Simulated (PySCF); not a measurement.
PySCF input file for HO₃S, SMILES O=[S](=O)O (connectivity only; charge and spin as stated), charge -1, multiplicity 1, PBE0-D3(BJ)/def2-SVPD. The structure is a stationary point at PBE0-D3(BJ)/def2-SVPD. The multiplicity is an assumed one; other spin states were not compared. The isomer is the one that the SMILES or the coordinates give; other isomers of the formula were not compared. One conformer was computed; it need not be the lowest.

```python
import numpy as np
from pyscf import gto, scf, dft, df
from pyscf.hessian import thermo

mol = gto.M(
    atom='''
    O    -0.30138809    1.38593354    0.13644020
    S    -0.22353384   -0.04176912   -0.36643300
    O    -0.93578014   -0.99590516    0.54945826
    O     1.47499712   -0.35360443   -0.02524522
    H     1.67391029    0.37691442    0.57770189
    ''',
    basis='def2-SVPD',
    charge=-1,
    spin=0,
    max_memory=1600,
    verbose=3,
)
mf = dft.RKS(mol, xc='pbe0').density_fit(auxbasis='def2-universal-jkfit')
mf.disp = 'd3bj'
mf.grids.level = 3
mf.conv_tol = 1e-11
mf.max_cycle = 100
mf.kernel()

# [left out here: the lines that compute and print the analytic Hessian (its translational invariance restored by hand, since the grid's response is missing), thermochemistry and intensities]
```

Program output:

```
converged SCF energy = -623.847018723275

WARN: DFTD3 does not support analytical Hessian, using finite difference


WARN: Mole.unit (angstrom) is changed to Bohr

Mode                                 0                   1                   2
Irrep
Freq [cm^-1]                      218.3842            361.6964            397.8648
Reduced mass [au]                   1.1622             10.5091              5.9065
Force const [Dyne/A]                0.0327              0.8100              0.5509
Char temp [K]                     314.2062            520.4005            572.4389
Normal mode                   x     y     z       x     y     z       x     y     z
       0   O                 0.06 -0.00  0.01    0.07 -0.06  0.03    0.13  0.02 -0.02
       1   S                -0.02 -0.01  0.01    0.01 -0.06  0.01   -0.03 -0.01 -0.02
       2   O                -0.02 -0.03 -0.03   -0.13  0.04  0.00    0.07 -0.07  0.01
       3   O                -0.01  0.01  0.05    0.05  0.14 -0.05   -0.14  0.07  0.03
       4   H                 0.16  0.58 -0.70   -0.14  0.04  0.14   -0.29 -0.01  0.18
Mode                                 3                   4                   5
Irrep
Freq [cm^-1]                      523.6129            605.9191           1007.0827
Reduced mass [au]                  11.3119             14.3406              2.6425
Force const [Dyne/A]                1.8273              3.1020              1.5791
Char temp [K]                     753.3623            871.7827           1448.9678
Normal mode                   x     y     z       x     y     z       x     y     z
       0   O                 0.04  0.09 -0.09    0.04 -0.03  0.03    0.03 -0.15 -0.05
       1   S                -0.04  0.02  0.08   -0.11  0.01 -0.06   -0.03  0.04  0.03
       2   O                -0.04 -0.12 -0.05    0.04  0.02  0.03    0.03  0.04 -0.04
       3   O                 0.08  0.01 -0.02    0.14 -0.01  0.06   -0.04  0.04  0.02
       4   H                 0.12 -0.11  0.10   -0.11  0.01  0.12    0.56 -0.16  0.05
Mode                                 6                   7                   8
Irrep
Freq [cm^-1]                     1097.8593           1147.3451           3805.8219
Reduced mass [au]                   2.5017              5.5049              1.0659
Force const [Dyne/A]                1.7766              4.2696              9.0959
Char temp [K]                    1579.5751           1650.7741           5475.7304
Normal mode                   x     y     z       x     y     z       x     y     z
       0   O                -0.01 -0.05 -0.04   -0.00 -0.10 -0.04   -0.00  0.00  0.00
       1   S                -0.02 -0.00  0.08    0.04  0.10 -0.01    0.00 -0.00  0.00
       2   O                 0.06  0.08 -0.10   -0.06 -0.09  0.08   -0.00 -0.00  0.00
       3   O                 0.02 -0.03 -0.02    0.01 -0.02 -0.01    0.01  0.05  0.04
       4   H                -0.58  0.16 -0.04   -0.35  0.12 -0.05   -0.21 -0.73 -0.60
temperature 298.1500 [K]
pressure 101325.00 [Pa]
Rotational constants [GHz] 8.78979 7.87231 4.82339
Symmetry number 1
Zero-point energy (ZPE) 0.02088 [Eh]   54822.381 [J/mol]
                           tot       elec      trans        rot        vib
Entropy [J/mol/K]       287.762      0.000    163.562    102.007     22.193
Cv [J/mol/K]             58.203      0.000     12.472     12.472     33.259
Cp [J/mol/K]             66.517      0.000     20.786     12.472     33.259
Internal energy [J/mol]                      3718.434   3718.434  59123.124
Internal energy [Eh]   -623.82167  -623.84702
Enthalpy [J/mol]                             6197.391   3718.434  59123.124
Enthalpy [Eh]          -623.82072
Gibbs free energy [J/mol]                  -42568.629 -26694.933  52506.393
Gibbs free energy [Eh] -623.85340
static polarisability / bohr^3: [[49.006  1.198  0.17 ]
 [ 1.202 46.81  -0.264]
 [ 0.162 -0.262 41.634]]
largest difference of analytic and finite-field dipole derivatives / e: 0.0013458746721509152
mode   freq/cm-1   IR/(km/mol)   Raman/(A^4/amu)   depolarisation
   1      218.38        53.143             1.844            0.750
   2      361.70        11.039             1.955            0.711
   3      397.86         3.425             6.726            0.467
   4      523.61        45.835             6.585            0.216
   5      605.92       263.902             6.562            0.716
   6     1007.08        69.081             9.209            0.540
   7     1097.86       152.821            13.999            0.324
   8     1147.35       324.419            11.394            0.743
   9     3805.82        24.163           106.292            0.131
max |gradient| / (hartree/bohr): 3.4445528842388e-05
APT charges: [-0.9394  1.5267 -0.9184 -0.8684  0.1995]
```

The run converged.

Cost: around 2.0 core-minutes (rough).
